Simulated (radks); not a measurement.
Spherical quantum dot in the effective-mass picture: electrons in a parabolic well V = omega^2 r^2 / 2 with omega = 0.27, all in effective atomic units (hartree* = m*/eps^2 hartree, bohr* = eps/m* bohr), one dielectric constant everywhere. Method: non-relativistic Kohn-Sham, r2SCAN, spin-polarised, spherical densities, generalised Kohn-Sham scheme; computed with a radial shooting solver with Libxc functionals. Levels are named by radial order and angular momentum (1s, 1p, 1d, 2s, ...), and open shells are averaged over m. Results are scaled to m* = 0.06 and eps = 8.4, for which hartree* = 23.14 meV and bohr* = 7.408 nm.

N = 4, configuration 1s2 1p(up 2, down 0). This is the lowest configuration that the search found. Occupied and some empty levels:

level,occupation,eigenvalue (meV),<r> (nm)
1s up,1,31.707,20.97
1s down,1,32.964,19.76
1p up,2,35.704,25.13
1p down,0,37.278,24.86
1d up,0,40.723,28.57
1d down,0,42.253,28.41
2s up,0,42.489,25.20
2s down,0,42.931,24.73
1f up,0,46.382,31.59
1f down,0,47.879,31.26

Energy (meV): total 88.4466, kinetic 17.814, external 35.826, Hartree 53.984, exchange-correlation -19.177.
